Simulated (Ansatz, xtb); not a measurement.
**C4H8Se2: 6 structures ranked**

6 gas-phase structures of C4H8Se2, from a drawn sample of its isomers (lower ones may exist). Each was relaxed with GFN2-xTB; where two conformers were screened, the lower at r2SCAN-D4/def2-SVP is listed:

A. `C[C@@H]1CC[Se][Se]1`, a singlet
B. `C=C(C)[Se][Se]C`, a singlet
C. `CC1C[Se][Se]C1`, a singlet
D. `C=CC[Se][Se]C`, a singlet
E. `C1CC[Se][Se]C1`, a singlet
F. `CC[C@@H]1C[Se][Se]1`, a singlet

**Question.** Which do you expect lowest at r2SCAN-D4/def2-SVP, and how would the others follow?

**Answer.** Calculated order at r2SCAN-D4/def2-SVP: E (0.0), A (9.2), C (10.8), F (67.7), B (83.3), D (93.0) kJ/mol. Less than 1 kcal/mol parts A and C, so the order within that pair means little.

Energies above the lowest of each column, in kJ/mol; the last columns are at PBE-D3(BJ)/def2-SVP geometries and were run for some of them only (a dash: not run or not comparable):

```tsv
structure	GFN2-xTB	HF/STO-3G	r2SCAN-D4/def2-SVP	PBE-D3(BJ)/def2-SVP	CCSD(T)/def2-SVP + ΔMP2/def2-TZVPP
E	0.0	0.0	0.0	0.0	0.0
A	3.7	7.6	9.2	10.4	4.3
C	0.5	3.3	10.8	12.2	4.7
F	41.5	68.7	67.7	63.1	–
B	104.1	184.8	83.3	79.7	–
D	112.5	202.7	93.0	–	–
```

Every level run on E puts it lowest or level with the lowest. Flexible structures stand in one conformer each, not always the lowest. Frequencies (GFN2-xTB) were run for A, C, E alone. ΔMP2 is the change of the MP2 energy from the smaller to the larger basis.

Over these structures GFN2-xTB departs from r2SCAN-D4/def2-SVP by 13.7 kJ/mol on average once a common shift is removed. A GFN2-xTB relaxation took about 0.14 s and the r2SCAN-D4/def2-SVP energy about 2.5 s on a shared host (Ansatz 0.2.0, xtb 6.7.1).
